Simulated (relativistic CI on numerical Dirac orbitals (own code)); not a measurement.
## Hyperfine structure of Tc²⁹⁺, mass number 99

Calculated at this level of theory: Dirac-Coulomb-Breit CI, separate exchange-only KLI orbitals for each configuration, model QED (radiative potential, 1s self-energy scaled to tabulated hydrogen-like ionisation energies), unscaled Slater integrals (own radial code, finite nucleus).

Configuration list (outside the closed core [Ne]): 3s²3p², 3s3p³, 3s²3p3d, 3p⁴, 3s3p²3d, 3p³3d, 3s3p3d², 3s²3d4p, 3p³4s, 3s3p3d4s, 3p³4p, 3s²3p4s, 3s²3d², 3s3d³, 3p²3d², 3p3d³, 3p3d²4s, 3s²3d4s, 3s3d²4s, 3s3p3d4p, 3s3d²4p, 3p3d²4p, 3s3d4s4p. Double excitations out of closed p, d and f shells are left out; levels of such configurations are missing from the list, as are those of other unlisted configurations, and high levels can miss mixing partners.

Nuclear spin I = 9/2, μ = 5.678 μN, Q = -0.129 b (tables of Stone and Pyykkö). The electronic factors are computed for point nuclear moments, without core polarisation or the Bohr-Weisskopf and QED corrections.

```tsv
Level	E (cm⁻¹)	A (GHz)	B (GHz)
3s²3p² ³P1	182337	-7.135	-3.83
3s²3p² ¹D2	220618	85.79	-4.12
3s²3p² ³P2	431246	44.47	-3.54
3s3p³ ⁵S°2	740017	202.1	-3.14
3s3p³ ³D°1	868403	-99.54	-6.08
3s3p³ ³D°2	927248	137.2	-6.34
3s3p³ ³D°3	984692	171.6	1.14
3s3p³ ³P°1	1088633	171.8	6.44
```

Levels with J = 0, under 50 % of one LS term, or S terms without an open s electron are left out. Small factors come from cancelling terms and can be off by tens of per cent or more.

At this charge energies of transitions that change n are usually good to better than 1 %, and those within a shell (Δn = 0) to a few per cent.

Task: Give the hyperfine levels of 3s²3p² ¹D2 relative to its centre of gravity.

Result: With K = F(F + 1) − I(I + 1) − J(J + 1), E = AK/2 + B[¾K(K + 1) − I(I + 1)J(J + 1)]/[2I(2I − 1)J(2J − 1)]: F = 5/2: -945.6, F = 7/2: -643.5, F = 9/2: -256.2, F = 11/2: 215.7, F = 13/2: 771.1 GHz.

LS names give the leading component of a level, which can be under half, so a name can repeat, a term be missing and a line seem to break the LS rules.
